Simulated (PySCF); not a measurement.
**Spinor energies of Ga (gallium, neutral)**

Start: [Ar] 3d10 4s2 4p1; 4p3/2 filled at m_j = +3/2. Calculated with PySCF 2.14 in x2c-TZVPall-2c with one added diffuse shell each of s, p, d type (7s8p5d1f, 63 functions): generalised Hartree-Fock with the X2C-1e Hamiltonian and a Gaussian nucleus; one run each with spin-orbit coupling (SO) switched off, then screened by Boettger's factors. This is a chosen level, not necessarily the ground level.

```tsv
spinor shell	electrons	ε, spin-free (eV)	ε, screened SO (eV)	weight of nominal j (screened SO)	rms radius, screened SO (bohr)
1s1/2	2	-10441.5	-10441.4	1.000	0.0560
2s1/2	2	-1341.3	-1341.3	1.000	0.235
2p1/2	2	-1163.1	-1182.1	1.000	0.209
2p3/2	4	-1163.1	-1153.9	1.000	0.212
3s1/2	2	-179.08	-179.10	1.000	0.698
3p1/2	2	-123.13	-125.77	1.000	0.730
3p3/2	4	-123.13	-121.90	1.000	0.741
3d3/2	4	-31.731	-32.068	0.995	0.893
3d5/2	6	-31.731	-31.559	0.997	0.901
4s1/2	2	-11.849	-11.868	0.999	2.64
4p3/2	1	-5.678	-5.643	1.000	3.76
```

| quantity | spin-free | screened SO |
| --- | --- | --- |
| E (hartree) | -1942.13416 | -1942.19603 |
| M_J | 3/2 | 3/2 |
| ⟨J²⟩ | 3.763 | 3.763 |
| ⟨L²⟩ | 2.009 | 2.011 |
| ⟨S²⟩ | 0.754 | 0.755 |

Each row is a mean over spinors that exchange with the open shell spreads, by up to 1.603 eV (4s1/2).

Without spin-orbit coupling the j labels of p, d and f shells carry no meaning; the spin-free column gives the mean over the occupied spinors of each nl shell.
